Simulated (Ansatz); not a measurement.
Pb3SeBr4 (the lowest singlet isomer of a short search), 8 atoms. Hardware: 6 threads of Intel Xeon on a shared host.

In the def2 sets Pb takes a core potential; there is no spin–orbit coupling. Correlated methods freeze 57 core orbitals; core or outer-core shells of Pb, Se, Br are correlated, in sets that lack core-valence functions.

How many basis functions does each of these Ansatz runs have, and roughly what does it cost? r2SCAN-D4/def2-SVP, charge 0 triplet at the geometry of the charge 0 singlet, energy, from earlier orbitals; PBE-D4/def2-SVP, charge 1 doublet, relaxation, 8 steps; PBE-D4/def2-SVP, charge 0 singlet, relaxation, 6 steps; BHLYP-D4/def2-TZVP, charge 0 singlet, energy, from earlier orbitals; PBE0-D4/def2-SVP, charge -1 doublet at the geometry of the charge 0 singlet, energy; PBE0-D4/def2-SVP, charge 0 singlet, energy, from earlier orbitals; PBE-D4/def2-SVP, charge 1 doublet, energy, from earlier orbitals; PBE-D4/def2-TZVP, charge 0 singlet, energy, from earlier orbitals; r2SCAN-D4/def2-TZVP, charge 0 singlet, energy, from earlier orbitals; MP2/def2-SVP, charge 0 singlet, energy, from earlier orbitals; BHLYP-D4/def2-SVP, charge -1 doublet at the geometry of the charge 0 singlet, energy, from earlier orbitals; PBE0-D4/def2-SVP, charge 0 triplet at the geometry of the charge 0 singlet, energy.

Other jobs shared the machine, so times can vary by a factor of up to 3. A dash marks memory too small to be measured apart from the calling script's.

```json
{"run": "PBE-D4/def2-SVP, charge 1 doublet, energy, from earlier orbitals", "functions": "238", "fitting or Cholesky vectors": "2614", "wall time": "6.5 s", "peak host memory (GiB)": "0.68"}
{"run": "PBE-D4/def2-TZVP, charge 0 singlet, energy, from earlier orbitals", "functions": "390", "fitting or Cholesky vectors": "3037", "wall time": "7 s", "peak host memory (GiB)": "1.3"}
{"run": "PBE0-D4/def2-SVP, charge 0 singlet, energy, from earlier orbitals", "functions": "238", "fitting or Cholesky vectors": "2560", "wall time": "8.5 s", "peak host memory (GiB)": "1.3"}
{"run": "MP2/def2-SVP, charge 0 singlet, energy, from earlier orbitals", "functions": "238", "fitting or Cholesky vectors": "2560", "wall time": "12 s", "peak host memory (GiB)": "1.4"}
{"run": "r2SCAN-D4/def2-TZVP, charge 0 singlet, energy, from earlier orbitals", "functions": "390", "fitting or Cholesky vectors": "3037", "wall time": "14 s", "peak host memory (GiB)": "1.4"}
{"run": "PBE-D4/def2-SVP, charge 0 singlet, relaxation, 6 steps", "functions": "238", "fitting or Cholesky vectors": "2614", "wall time": "19 s", "peak host memory (GiB)": "–"}
{"run": "r2SCAN-D4/def2-SVP, charge 0 triplet at the geometry of the charge 0 singlet, energy, from earlier orbitals", "functions": "238", "fitting or Cholesky vectors": "2614", "wall time": "21 s", "peak host memory (GiB)": "0.87"}
{"run": "BHLYP-D4/def2-TZVP, charge 0 singlet, energy, from earlier orbitals", "functions": "390", "fitting or Cholesky vectors": "3083", "wall time": "24 s", "peak host memory (GiB)": "2.8"}
{"run": "PBE0-D4/def2-SVP, charge 0 triplet at the geometry of the charge 0 singlet, energy", "functions": "238", "fitting or Cholesky vectors": "2560", "wall time": "31 s", "peak host memory (GiB)": "2.3"}
{"run": "BHLYP-D4/def2-SVP, charge -1 doublet at the geometry of the charge 0 singlet, energy, from earlier orbitals", "functions": "238", "fitting or Cholesky vectors": "2560", "wall time": "31 s", "peak host memory (GiB)": "2.1"}
{"run": "PBE0-D4/def2-SVP, charge -1 doublet at the geometry of the charge 0 singlet, energy", "functions": "238", "fitting or Cholesky vectors": "2560", "wall time": "37 s", "peak host memory (GiB)": "2.5"}
{"run": "PBE-D4/def2-SVP, charge 1 doublet, relaxation, 8 steps", "functions": "238", "fitting or Cholesky vectors": "2614", "wall time": "37 s", "peak host memory (GiB)": "0.65"}
```
